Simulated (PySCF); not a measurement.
Simulated characterisation data

Computational details: GFN2-xTB structure, σ from GIAO-PBE0/pcSseg-1, in PySCF 2.14.0 with density-fitted response routines (relativity neglected, isolated molecule, one conformer, rapidly exchanging positions averaged).

Chemical shifts δ = σref − σ; 1H and 13C vs TMS, all at this level. Splittings of carbon signals by F and P are missing where no couplings were computed. Where no couplings were computed, multiplicities follow the n + 1 count of equivalent neighbours, and m marks all less simple cases (inequivalent or close neighbours, rings, F or P nearby). Shifts are as computed. Against solution values, carbons near 30 ppm lie about +3 ppm off and those near 130 ppm about +5 ppm. Of 1211 compounds with measured shifts, 218 miss one by over three times the rms of a fit or turn the order of signals round; such compounds aren't used in these exercises. OH and NH positions are gas-phase values without hydrogen bonding to other molecules.

Compound 1 (C₄H₄F₅O₂P). 1H NMR (500 MHz, computed): δ 6.96 (m, 1H), 6.86 (m, 1H), 6.63 (m, 1H), 3.54 (br s, 1H). 13C{1H} NMR (computed): δ 148.8, 133.9, 128.4, 119.9. Structure: SMILES C=C[P@@](=O)(O)C(F)(F)C(F)(F)F.

Compound 2 (C₆H₅F₃N₂). 1H NMR (500 MHz, computed): δ 7.88 (m, 1H), 7.58 (d, 1H), 3.10 (s, 3H). 13C{1H} NMR (computed): δ 165.9, 155.9, 132.3, 130.5, 130.2, 25.2. Structure: SMILES FC(C1=NN=C(C)C=C1)(F)F.
